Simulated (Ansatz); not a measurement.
Coupled-cluster diagnostics for Sn₃H₈, Ansatz.

Geometry of the singlet (PBE0-D4/def2-SVP):

```xyz
11

Sn    1.8560    1.4265    0.0292
H     1.3210    2.7128   -0.9699
H     2.8486    2.0733    1.2693
H     2.8014    0.3608   -0.9244
Sn   -0.3232    0.0609    1.0896
H    -1.4279    1.1837    1.7738
H     0.2144   -0.9680    2.3553
Sn   -1.6198   -1.4668   -0.8393
H    -2.9614   -2.3035   -0.1747
H    -2.1781   -0.4635   -2.1122
H    -0.5311   -2.6161   -1.4967
```

In the def2 sets Sn takes a core potential; there is no spin–orbit coupling. Correlated methods freeze 12 core orbitals; core or outer-core shells of Sn are correlated, in sets that lack core-valence functions.

Task: Estimate the CCSD(T) correlation energy, the shares of MP2 and (T), T1 and the reference's ⟨S²⟩ for: charge 0, singlet, own geometry in def2-SVP; charge 1, doublet, vertical in def2-SVP; and the rough time on 4 threads of Arm Neoverse V2 on a shared host.

Result: 
```
                          state     basis  correlation (eV)  MP2 share (%)  (T) share (%)     T1  ⟨S²⟩ (pure)  wall time
charge 0, singlet, own geometry  def2-SVP           -11.796           82.1            2.8  0.009  0.00 (0.00)       18 s
    charge 1, doublet, vertical  def2-SVP           -11.363           80.9            2.8  0.011  0.79 (0.75)       82 s
```
Customary marks for T1 are 0.02 (closed shells), 0.045 (open shells) and about 0.05 (3d metals). T1 stays under 0.02 throughout.
